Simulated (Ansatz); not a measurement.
Consider the cleavage of the Si–Ge bond: `[NH2][GeH2][SiH2]F` + `CO[SiH2]S` → `CO[SiH2]S[SiH2]F` + `[NH2][GeH3]`.

Program: Ansatz. Geometries: PBE0-D4/def2-TZVP. ΔE: electronic, gas phase. CCSD(T)/CBS is the MP2 limit (def2-TZVPP, def2-QZVPP) plus CCSD(T) − MP2 in def2-TZVPP, frozen cores. This one scheme is used for every species. DFT in def2-TZVPP. For Ge outer-core shells are correlated without core-valence functions, which leaves a few kJ/mol of doubt a bond. Scalar relativity is left out up to krypton. Each species was taken in one conformer, which may not be the lowest.

**Question.** Is it downhill or uphill in electronic energy at CCSD(T)/CBS, and by how much? (Estimate.)

**Answer.** Computed: Downhill: ΔE = -70.5 kJ/mol.

**Question.** What do these levels give: PBE-D4, r2SCAN-D4, ωB97X-V, ωB97M-V, B2PLYP, PBE0, SCS-MP2/def2-TZVPP, CCSD/def2-TZVPP, HF/def2-QZVPP, MP2/def2-QZVPP, HF/CBS(def2), MP2/CBS(def2)? (Estimate.)

**Answer.** Computed: PBE-D4 -63.1, r2SCAN-D4 -71.0, ωB97X-V -70.1, ωB97M-V -73.1, B2PLYP -66.7, PBE0 -61.6, SCS-MP2/def2-TZVPP -74.0, CCSD/def2-TZVPP -67.2, HF/def2-QZVPP -69.0, MP2/def2-QZVPP -78.4, HF/CBS(def2) -69.1, MP2/CBS(def2) -79.0 kJ/mol.

Largest T1 diagnostic among the species: 0.012.

From PBE to PBE0 (25 % exact exchange), in def2-TZVPP and without D4, ΔE moves by −4.6 kJ/mol. The D4 term adds −9.9 kJ/mol with B3LYP and −5.4 kJ/mol with PBE0; it sums over pairs of atoms, weighted by their polarisabilities, and B3LYP, whose exchange is more repulsive, gets the larger term.

B3LYP here is the variant with VWN-RPA as its local correlation; programs differ in this.
